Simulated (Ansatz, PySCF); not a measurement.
Species: BeCl (charge 0, doublet). 
Geometry from a B3LYP-D3(BJ)/def2-TZVP (Ansatz, a quantum-chemistry and plane-wave program) optimisation:
SMILES: [Be][Cl]
```xyz
2

Be     0.0000     0.0000    -1.4703
Cl     0.0000     0.0000     0.3460
```
Charge 0, spin multiplicity 2.

Total electronic energies in hartree. Cores are frozen in the correlated levels unless marked. Open shells are spin-unrestricted. No spin-orbit coupling. No relativistic terms. CBS(X,Y): correlation extrapolated as X^-3; Hartree-Fock from the larger set.

```json
[
 {"level": "PBE-D4/def2-TZVPD", "program": "Ansatz + dftd4", "energy (Eh)": "-474.74619"},
 {"level": "TPSS-D3(BJ)/def2-TZVPD", "program": "PySCF + dftd3", "energy (Eh)": "(withheld)"},
 {"level": "PBE0/STO-3G", "program": "Ansatz", "energy (Eh)": "(withheld)"},
 {"level": "PBE0-D4/def2-TZVP", "program": "Ansatz + dftd4", "energy (Eh)": "(withheld)"},
 {"level": "CAM-B3LYP/def2-TZVPD", "program": "Ansatz", "energy (Eh)": "-474.96570"},
 {"level": "B2PLYP-D4/def2-TZVPD", "program": "Ansatz + dftd4", "energy (Eh)": "-474.81898"},
 {"level": "SCS-MP2/def2-QZVPPD", "program": "Ansatz", "energy (Eh)": "-474.42565"},
 {"level": "CCSD/def2-SVP", "program": "Ansatz", "energy (Eh)": "-474.16087"},
 {"level": "CCSD(T)/CBS(def2-TZVPPD,def2-QZVPPD)", "program": "Ansatz", "energy (Eh)": "-474.4734"}
]
```

Question: Fill in the missing entries.

Answer: 
- TPSS-D3(BJ)/def2-TZVPD, energy (Eh): -474.99460
- PBE0/STO-3G, energy (Eh): -469.58704
- PBE0-D4/def2-TZVP, energy (Eh): -474.78843
